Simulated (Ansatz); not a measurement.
Pulling on the Ge1–F2 bond in BrFGe (SMILES [F][Ge][Br]) (multiplicity 1 held, fragments rigid). Energies count from the point at 1.762 Å.
Geometry at that point (charge 0, multiplicity 1):
```xyz
3

Ge     0.540    -0.456     0.812
F      1.491    -1.328    -0.388
Br    -0.877     0.758    -0.643
```

R- and RO- levels are restricted; in cc, def2 and unpolarised 6-31G sets they are followed outwards from rest. U- levels take the lowest unrestricted solution at each point, which mixes spins at long bonds. Levels need not reach the same state.

Cores are frozen in the correlated methods. Filled d and f shells under p-block atoms count as core.

Run with Ansatz (a program for electronic structure). 

Energies in kJ/mol.

| R (Å) | R-HF/cc-pVDZ | U-HF/cc-pVDZ | R-CCSD(T)/cc-pVDZ | U-CCSD(T)/cc-pVDZ | R-CCSDT(Q)/cc-pVDZ |
|---|---|---|---|---|---|
| 1.410 | 304 | 304 | 333 | 333 | 334 |
| 1.586 | 48 | 48 | 60 | 60 | 61 |
| 1.762 | 0 | 0 | 0 | 0 | 0 |
| 1.938 | 38 | 38 | 28 | 28 | 27 |
| 2.114 | 107 | 107 | 89 | 89 | 87 |
| 2.379 | 220 | 220 | 192 | 192 | 188 |
| 2.643 | 323 | 292 | 284 | 294 | 276 |
| 3.083 | 460 | 316 | 386 | 412 | 371 |
| 3.524 | 562 | 321 | 378 | 466 | 418 |
| 4.052 | 651 | 323 | 77 | 469 | 443 |
| 4.757 | 726 | 325 | -737 | 471 | 432 |
| 5.638 | 778 | 325 | -1261 | 472 | 423 |

Doubts at one or more of the structures used: a restricted determinant that unrestricted orbitals would lower (R-HF/cc-pVDZ, R-CCSD(T)/cc-pVDZ, R-CCSDT(Q)/cc-pVDZ); a spin-contaminated determinant (U-HF/cc-pVDZ, U-CCSD(T)/cc-pVDZ); T1 above 0.05 (R-CCSD(T)/cc-pVDZ, U-CCSD(T)/cc-pVDZ, R-CCSDT(Q)/cc-pVDZ); other coupled-cluster roots lie near (R-CCSD(T)/cc-pVDZ, R-CCSDT(Q)/cc-pVDZ).
